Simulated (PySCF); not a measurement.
Species: B2F2H5N.
Atom-mapped SMILES: `[NH3+:1][BH2-:2][B:3]([F:4])[F:5]` (hydrogens: H6, H7, H8 on N1; H9, H10 on B2)

A GFN2-xTB structure with every atom displaced at random (by about 0.01 Å) was refined with PBE0-D3(BJ)/def2-SVP geometry optimisation, gas phase in PySCF. Values at the start:

| coordinate | start |
| --- | --- |
| N1–B2 | 1.633 Å |
| N1–H6 | 0.999 Å |
| B2–B3 | 1.668 Å |
| B2–H9 | 1.174 Å |
| B3–F4 | 1.354 Å |
| B3–F5 | 1.347 Å |
| N1–B2–B3 | 105.8° |
| B2–B3–F4 | 123.8° |
| B2–B3–F5 | 128.9° |
| F4–B3–F5 | 107.4° |
| N1–B2–B3–F4 | 0° |

Problem. How do these coordinates change at the PBE0-D3(BJ)/def2-SVP level?

Solution. 
```tsv
coordinate	PBE0-D3(BJ)/def2-SVP (Å or °)	change
B2–H9	1.225	+0.051
B2–B3	1.694	+0.026
N1–H6	1.021	+0.022
B3–F5	1.328	-0.019
B3–F4	1.350	-0.004
N1–B2	1.632	-0.001
F4–B3–F5	112.9	+5.5
B2–B3–F4	120.6	-3.2
B2–B3–F5	126.5	-2.4
N1–B2–B3	106.9	+1.1
N1–B2–B3–F4	2	+2
```

The energy falls by 3.1 kcal/mol over 8 energy and gradient evaluations, the largest force component goes from 0.0333 to 1.6e-04 Eh/bohr, and the atoms move by 0.044 Å rms after alignment. The bond that changes most is B2–H9 (four-coordinate boron to B–H hydrogen), which lengthens by 0.051 Å. Bonds longer at the end by more than 0.005 Å: 5 of 9; shorter: 2. Rotational constants go from 9012, 3086, 2370 to 8786, 3086, 2357 MHz.

The run used 95 basis functions and 52 SCF cycles in all. Hardware: Arm Neoverse V1, one thread, shared host. Cost: 22 s wall, 0.39 GiB resident at most.

PBE0-D3(BJ)/def2-SVP frequencies: not computed here. One conformer, not necessarily the lowest.

The values belong to the conformer `[NH3+:1][BH2-:2][B:3]([F:4])[F:5]`: N1–B2–B3–F4 2°.
